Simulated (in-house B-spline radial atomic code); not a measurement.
**CAM-B3LYP excitations of neutral palladium**

Method: CAM-B3LYP. Computed with an all-electron radial atomic-structure program (B-spline basis): linear response of the closed shell [Kr] 4d10 with the functional's adiabatic kernel; scalar-relativistic (spin-free one-electron X2C), finite nucleus, no spin-orbit coupling, no double excitations, S, P, D and F terms only; shells from n = 2 respond. Only terms of natural parity with L up to 3 were computed.

Command:
```bash
python run_td.py task.json out
```
Settings (radii: box in bohr, nucleus in fm):
```
Z                        46
electrons                46
configuration            [Kr] 4d10
hamiltonian              x2c
method                   camb3lyp
box_radius               75
rms_radius               4.5318
intervals                77
```

Run time, properties included: 3.3 s on 1 thread of Intel(R) Xeon(R) 6975P-C (Granite Rapids), on a shared host.

The lowest states, in the order of their Tamm-Dancoff energies; the method's threshold (minus the highest occupied level) is 6.921 eV. Labels give the largest channel, * marks a mixed state, and oscillator strengths are full-response dipole values. Semilocal kernels can invert the small singlet-triplet splittings of Rydberg terms. Energies in eV:

```json
{"state": "4d → 5s 3D", "full response": "0.655", "Tamm-Dancoff": "0.714", "oscillator strength": "-"}
{"state": "4d → 5s 1D", "full response": "?", "Tamm-Dancoff": "?", "oscillator strength": "-"}
{"state": "4d → 5p 3P", "full response": "4.069", "Tamm-Dancoff": "4.086", "oscillator strength": "-"}
{"state": "4d → 5p 3F", "full response": "4.129", "Tamm-Dancoff": "4.144", "oscillator strength": "-"}
{"state": "4d → 5p 1F", "full response": "?", "Tamm-Dancoff": "?", "oscillator strength": "-"}
{"state": "4d → 5p 1P", "full response": "4.601", "Tamm-Dancoff": "4.670", "oscillator strength": "0.326"}
{"state": "4d → 6s 3D", "full response": "5.500", "Tamm-Dancoff": "5.502", "oscillator strength": "-"}
{"state": "4d → 6s 1D", "full response": "5.534", "Tamm-Dancoff": "5.537", "oscillator strength": "-"}
{"state": "4d → 6p 3P", "full response": "6.037", "Tamm-Dancoff": "6.040", "oscillator strength": "-"}
{"state": "4d → 6p 3F", "full response": "6.047", "Tamm-Dancoff": "6.049", "oscillator strength": "-"}
```

**Question.** Where does 4d → 5p 1F lie?

**Answer.** At 4.247 eV in full response, 4.248 eV in Tamm-Dancoff.

**Question.** Where does 4d → 5s 1D lie?

**Answer.** At 1.202 eV in full response, 1.258 eV in Tamm-Dancoff.

**Question.** How large is the singlet-triplet splitting of 4d → 5s (D terms) in Tamm-Dancoff?

**Answer.** 0.544 eV, from the unrounded values.

**Question.** What polarisabilities and dispersion coefficient does the method give?

**Answer.** Dipole 26.53 bohr³, quadrupole 448.7 bohr⁵, C6 189.9 hartree·bohr⁶ for two such species. Recommended dipole value: 26.14 ± 0.1 bohr³ (Schwerdtfeger and Nagle, table of static dipole polarizabilities (2023 update)), which includes relativity and correlation.
